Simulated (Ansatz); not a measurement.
Basis sets compared for `Sc1ccc(-c2ccc(-c3ccc(-c4ccc(S)[se]4)[se]3)[se]2)[se]1`. The state is a singlet with charge 0. Geometry PBE-D4/def2-SVP. Ansatz on 2 threads of AMD EPYC 7R13 on a shared host and a share (18 GiB) of an NVIDIA H100 80GB HBM3; times are rough, and most runs start from earlier orbitals.

```xyz
32

S     1.3680   -7.2940   -5.2233
C     1.0426   -6.1509   -3.9269
C     0.7326   -6.3822   -2.5959
C     0.5204   -5.2119   -1.8148
C     0.6461   -3.9947   -2.4747
C     0.4927   -2.6601   -1.9682
C     0.5863   -1.4454   -2.6467
C     0.3865   -0.2801   -1.8689
C     0.1192   -0.4838   -0.5153
C    -0.1256    0.4834    0.5143
C    -0.3889    0.2800    1.8687
C    -0.5876    1.4455    2.6467
C    -0.4970    2.6599    1.9674
C    -0.6481    3.9947    2.4741
C    -0.5198    5.2119    1.8146
C    -0.7263    6.3824    2.5969
C    -1.0355    6.1513    3.9280
S    -1.3521    7.2949    5.2262
Se   -1.0941    4.3007    4.3010
Se   -0.1220    2.3450    0.1331
Se    0.1115   -2.3456   -0.1351
Se    1.0934   -4.3003   -4.3013
H     1.2843   -8.4045   -4.4371
H     0.6541   -7.3968   -2.1784
H     0.2650   -5.2631   -0.7451
H     0.8002   -1.4013   -3.7258
H     0.4374    0.7312   -2.3005
H    -0.4364   -0.7311    2.3011
H    -0.7972    1.4017    3.7266
H    -0.2650    5.2628    0.7447
H    -0.6430    7.3971    2.1804
H    -1.3017    8.4032    4.4342
```

Single mean-field runs in def2-SVP, def2-TZVP are fitted with def2-universal-jkfit.

Binding counts from free atoms (S triplet, C triplet, Se triplet, H doublet) in the same basis, without a counterpoise term.

```
           level  functions  energy (Eh)  HOMO (eV)  LUMO (eV)  binding per atom (eV)  wall time
 PBE-D4/def2-SVP        438  -11013.9459      -4.32      -2.75                   5.12      8.5 s
PBE0-D4/def2-SVP        438  -11014.3336      -5.13      -2.31                   4.97       13 s
```

(1) Estimate the rows for PBE-D4/def2-TZVP, PBE0-D4/def2-TZVP.

## Answers

(1) 
```csv
level,functions,energy (Eh),HOMO (eV),LUMO (eV),binding per atom (eV),wall time
PBE-D4/def2-TZVP,822,-11016.0452,-4.41,-2.89,5.05,12 s
PBE0-D4/def2-TZVP,822,-11016.4277,-5.15,-2.39,4.90,16 s
```
